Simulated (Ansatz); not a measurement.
Species: dichloro-bis(sulfanyl)silane, sum formula SiH2S2Cl2 (charge 0, singlet). SMILES: S[Si](S)(Cl)Cl
Geometry from a B3LYP-D3(BJ)/def2-TZVP (Ansatz, a first-principles code) optimisation:
```xyz
7

S      1.8872     0.0742    -0.9528
Si    -0.0040     0.0035     0.0024
S     -1.1892    -1.4799    -0.9477
Cl     0.1202    -0.4107     2.0125
Cl    -0.7777     1.8926    -0.1880
H      2.1641    -1.2148    -0.6822
H     -2.0997    -1.5372     0.0415
```
Charge 0, spin multiplicity 1.

Quantity: vertical ionisation energy (to the doublet state of charge +1; each state is the SCF solution reached for its spin), in eV. Cores are frozen in the correlated levels unless marked. Open shells are spin-unrestricted. No spin-orbit coupling. Non-relativistic. CBS(X,Y): correlation extrapolated as X^-3; Hartree-Fock from the larger set. [CCSD(T)-MP2]/basis is that difference in the basis named.

RI-MP2/CBS(aug-cc-pV(T+d)Z,aug-cc-pV(Q+d)Z)+[CCSD(T)-MP2]/aug-cc-pV(T+d)Z (Ansatz) gives 10.45 eV.

Another calculation gave 9.74 eV. Which level was it?
(A) CAM-B3LYP/def2-TZVPD (Ansatz)
(B) B3LYP/def2-TZVPD (Ansatz)
(C) PBE/def2-TZVPD (Ansatz)
(D) r2SCAN/def2-TZVPD (Ansatz)

D, r2SCAN/def2-TZVPD (Ansatz). The others give 9.52 (PBE), 9.88 (B3LYP), 10.24 (CAM-B3LYP) eV.
